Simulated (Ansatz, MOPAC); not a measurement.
Species: GaF$_{3}$ (charge 0, singlet). SMILES: [F][Ga]([F])[F]

Atoms: Ga1, F2, F3, F4. Bonds: Ga1-F2, Ga1-F3, Ga1-F4.

Bond lengths (Å) and angles (degrees) optimised at PM3 with MOPAC; PM7 with MOPAC; HF/STO-3G with Ansatz (a quantum-chemistry and plane-wave program); HF/3-21G with Ansatz; HF/6-31G* with LANL2DZ past Ar with Ansatz; MP2/6-31G* with LANL2DZ past Ar with Ansatz, each started from the B3LYP-D3(BJ)/def2-TZVP structure (Ansatz) of the last column. A row stands for all coordinates that are equal there. 6-31G* holds six Cartesian d functions. No wavenumbers were computed at HF/STO-3G, MP2/6-31G* with LANL2DZ past Ar, so these may be saddle points.

```tsv
coordinate	PM3	PM7	HF/STO-3G	HF/3-21G	HF/6-31G* with LANL2DZ past Ar	MP2/6-31G* with LANL2DZ past Ar	B3LYP-D3(BJ)/def2-TZVP
Ga1-F2	1.711	1.750	1.595	1.683	1.642	1.667	1.734
F2-Ga1-F3	120.0	120.0	120.0	120.0	120.0	120.0	120.0
```

Mean signed difference of all 3 bond lengths from B3LYP-D3(BJ)/def2-TZVP: PM3 -0.023 Å, PM7 0.017 Å, HF/STO-3G -0.138 Å, HF/3-21G -0.051 Å, HF/6-31G* with LANL2DZ past Ar -0.091 Å, MP2/6-31G* with LANL2DZ past Ar -0.067 Å.
